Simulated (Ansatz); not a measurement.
Reactions of Br$_{2}$FGa (`[F][Ga]([Br])[Br]`).

Isolated molecules relaxed with PBE0-D4/def2-TZVP in Ansatz; ΔE leaves out vibrations. CCSD(T)/CBS is the MP2 limit (def2-TZVPP, def2-QZVPP) plus CCSD(T) − MP2 in def2-TZVPP, frozen cores. This one scheme is used for every species, atoms too. DFT in def2-TZVPP. Open shells (•) are unrestricted, without spin–orbit coupling. Spin–orbit coupling would lower the free atoms: a little for F; clearly for Br, Ga. For Br, Ga, Mg outer-core shells are correlated without core-valence functions, so the limit isn't a true one: a few kJ/mol of doubt a bond, and 10 to 20 or more in all where bonds break to atoms. Scalar relativity is left out up to krypton. Each species was taken in one conformer, which may not be the lowest.

| reaction | LDA (SPW92) (kcal/mol) | HF/CBS(def2) (kcal/mol) | B97M-V (kcal/mol) | CCSD(T)/CBS(def2) (kcal/mol) |
| --- | --- | --- | --- | --- |
| `[F][Ga]([Br])[Br]` + H₂ → `[F][GaH][Br]` + HBr | 19.4 | 21.1 | 20.2 | 22.7 |
| `[F][Ga]([Br])[Br]` + H₂O → `[OH][Ga]([F])[Br]` + HBr | 14.5 | 17.2 | 15.3 | 16.3 |
| `[F][Ga]([Br])[Br]` + H–F → `[F][Ga]([F])[Br]` + HBr | 11.4 | 10.0 | 9.4 | 12.7 |
| `[F][Ga]([Br])[Br]` + `C[N](C)[AlH2]` → `C[N](C)[Ga]([F])[Br]` + `[AlH2][Br]` | 1.3 | 1.3 | 3.3 | -0.9 |
| `[F][Ga]([Br])[Br]` → 2 Br• + F• + Ga• | 313.8 | 192.7 | 266.3 | 271.9 |
| `[F][Ga]([Br])[Br]` + HBr → `[Br][Ga]([Br])[Br]` + H–F | -10.6 | -9.3 | -8.5 | -12.4 |
| `[F][Ga]([Br])[Br]` + H₂O → `[OH][Ga]([Br])[Br]` + H–F | 3.7 | 7.5 | 6.4 | 3.9 |
| `[F][Ga]([Br])[Br]` + `C[CH2][MgH]` → `[F][GaH][Br]` + `C[CH2][Mg][Br]` | -24.5 | -27.2 | -21.8 | -26.1 |
| `[F][Ga]([Br])[Br]` + H₂ → `[Br][GaH][Br]` + H–F | 10.0 | 12.2 | 12.7 | 11.4 |
| `[F][Ga]([Br])[Br]` + `O[SiH3]` → `[SiH3][O][Ga]([Br])[Br]` + H–F | 2.5 | 3.6 | 3.8 | -0.2 |

Largest T1 diagnostic: 0.013, for Ga•.
